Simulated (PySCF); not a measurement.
Cartesian coordinates in Å; atom numbers follow the order of the lines, from 1:
```xyz
17

C    -3.568    0.651   -0.321
C    -2.262    0.370   -0.191
C    -1.716   -0.966   -0.061
C    -0.405   -1.240    0.069
O     0.541   -0.282    0.088
Si    2.201   -0.496    0.277
C     2.949    1.205    0.249
H    -3.923    1.680   -0.416
H    -4.323   -0.141   -0.336
H    -1.533    1.187   -0.179
H    -2.404   -1.816   -0.066
H    -0.057   -2.277    0.166
H     2.457   -1.202    1.570
H     2.712   -1.353   -0.837
H     4.043    1.149    0.361
H     2.547    1.817    1.071
H     2.724    1.710   -0.702
```

[PySCF 2.14.0 with density-fitted response routines: structure optimised with PBE0-D3(BJ)/def2-SVP; CAM-B3LYP/pcSseg-1 with gauge-including orbitals; non-relativistic Hamiltonian; a single conformation; fast rotation and ring inversion assumed for equivalent nuclei; no solvent model]

References, each an isolated molecule treated in the same way: TMS for $^{13}$C (σ = 182.45 ppm), $^{1}$H (σ = 31.33 ppm), $^{29}$Si (σ = 343.41 ppm); H2O for $^{17}$O (σ = 338.55 ppm).

| atoms | nucleus | count | δ (ppm) |
| --- | --- | --- | --- |
| O5 | $^{17}$O | 1 | 108.7 |
| H13/H14 | $^{1}$H | 2 | 4.84 |
| C4 | $^{13}$C | 1 | 150.5 |
| H8 | $^{1}$H | 1 | ? |
| H15/H16/H17 | $^{1}$H | 3 | 0.46 |
| C7 | $^{13}$C | 1 | -4.0 |
| H11 | $^{1}$H | 1 | ? |
| C2 | $^{13}$C | 1 | 141.4 |
| C3 | $^{13}$C | 1 | ? |
| C1 | $^{13}$C | 1 | 121.1 |
| H10 | $^{1}$H | 1 | ? |
| H12 | $^{1}$H | 1 | 6.17 |
| H9 | $^{1}$H | 1 | 5.16 |
| Si6 | $^{29}$Si | 1 | -8.0 |

Q: Fill in the missing shifts.

A: 
- C3: 120.5 ppm, β carbon of an enol-ether or enamine type C=C
- H10: 6.97 ppm, hydrogen on an alkene CH; attached to an sp2 carbon and in the plane of the double bond
- H11: 5.17 ppm, hydrogen on a β carbon of an enol-ether or enamine type C=C; olefinic region
- H8: 5.12 ppm, hydrogen on a terminal =CH2 carbon; attached to an sp2 carbon and in the plane of the double bond

Shifts are as computed, not scaled to solution data. Of 1309 compounds with measured shifts, 239 miss one by over three times the rms of a fit or turn the order of signals round; such compounds aren't used in these exercises. Experimental scales use liquid or dissolved standards, which lie at an offset from isolated H2O (liquid H2O: subtract about 36 ppm).
